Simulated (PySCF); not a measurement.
# Which determinant of MgIn lies lowest?

Unrestricted PBE0; basis Mg def2-SVP, In def2-SVP with ECP28; scalar-relativistic core potentials; PySCF 2.14. Outer shells of the fragments: Mg 3s2; In 4d10 5s2 5p1.

Followed along the bond (rough minima from three points):

| 2Ms+1 | unpaired | ⟨S²⟩ at the start | R at minimum (Å) | Te (eV) |
| --- | --- | --- | --- | --- |
| 2 | π ↑ | 0.77 | 3.03 | 0.00 |
| 2 | σ ↑ | 0.76 | 3.42 | 0.16 |
| 4 | σ ↑↑, π ↑ | 3.75 | 2.89 | 1.47 |
| 4 | σ ↑, π ↑↑ | 3.75 | none in the scan | ≤ 1.50 |

Solutions found at the starting distance of 2.745 Å, counted from the lowest of them; the search is not exhaustive and high or unbound solutions are not listed, so other states can lie among these:

```csv
2Ms+1,unpaired,term,E (eV),⟨S²⟩,⟨Lz²⟩,μ (D)
2,π ↑,²Π,0.00,0.77,1.00,-1.04
2,σ ↑,²Σ⁺,0.47,0.76,0.00,1.32
4,"σ ↑, π ↑↑",⁴Σ⁻,1.41,3.75,0.00,-2.00
4,"σ ↑↑, π ↑",⁴Π,1.41,3.75,1.00,-0.42
2,"σ ↑, π ↑↓",mixed,1.82,1.76,2.01,-2.02
2,"σ ↓, π ↑↑",mixed,1.90,1.76,0.00,-2.38
2,σ ↑,mixed,2.29,0.91,2.00,-1.59
4,"σ ↑, π ↑↑",mixed,3.13,3.76,2.01,0.13
2,π ↑,²Π,4.91,0.76,1.01,-2.86
```

A term symbol is given only where ⟨S²⟩ and ⟨Lz²⟩ are close to those of a pure state; real π, δ and φ orbitals otherwise mix terms. A positive dipole means Mg(−)In(+).

Compare the gap between the two lowest followed solutions at the starting distance with the gap between their minima.

At PBE0 the second solution (doublet, unpaired electrons σ ↑) lies +0.47 eV from the first (doublet, unpaired electrons π ↑) at 2.745 Å and +0.16 eV at the minima; the two curves relax by different amounts, since their minima lie near 3.42 and 3.03 Å.

Spin–orbit coupling is left out. Counting both spins, an empty level lies below a filled one in some of these solutions, because spin and occupation are held.
